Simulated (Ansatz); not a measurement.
# Ligand exchange: CH3F + AuOH → CH4O + AuF

Species: CH3F (fluoromethane) `CF`, singlet; AuOH `[OH][Au]`, singlet; CH4O `CO`, singlet; AuF, singlet. The partners trade F for OH: C–F and Au–OH bonds give way to C–OH and Au–F.

Shapes, held fixed at every level: PBE0-D4/def2-TZVP. Programs: Ansatz 0.2.0. The zero-point and thermal change to 298 K, harmonic and unscaled (PBE0-D4/def2-TZVP), is +2.8 kJ/mol.

(1) Estimate ΔH(298 K) of this reaction.

Results:

(1) The highest level, CCSD(T)/def2-TZVPP, gives ΔH(298 K) = +18.7 kJ/mol; the levels span -18.0 to +30.8. They disagree on the sign: 6 of 7 are positive. The column of differences is taken from that level and isn't an error. No measured value is set beside it here. T1 is large for AuOH, AuF, so single-reference values are less sure there. For atoms past krypton def2 sets carry core potentials with scalar relativity. Correlated rows may include outer-core shells of Au, which these sets cover unevenly.

```csv
level,kind,ΔH(298 K) (kJ/mol),less CCSD(T)/def2-TZVPP
HF/def2-SVP,Hartree–Fock,-18.0,-36.7
SPW92/def2-TZVPP,LDA,+26.5,+7.8
MP2/def2-SVP,perturbation theory,+26.6,+7.9
MP2/def2-TZVPP,perturbation theory,+30.8,+12.1
CCSD(T)/def2-SVP,coupled cluster or CI,+15.1,-3.6
CCSD/def2-SVP,coupled cluster or CI,+11.2,-7.5
CCSD(T)/def2-TZVPP,coupled cluster or CI,+18.7,0.0
```
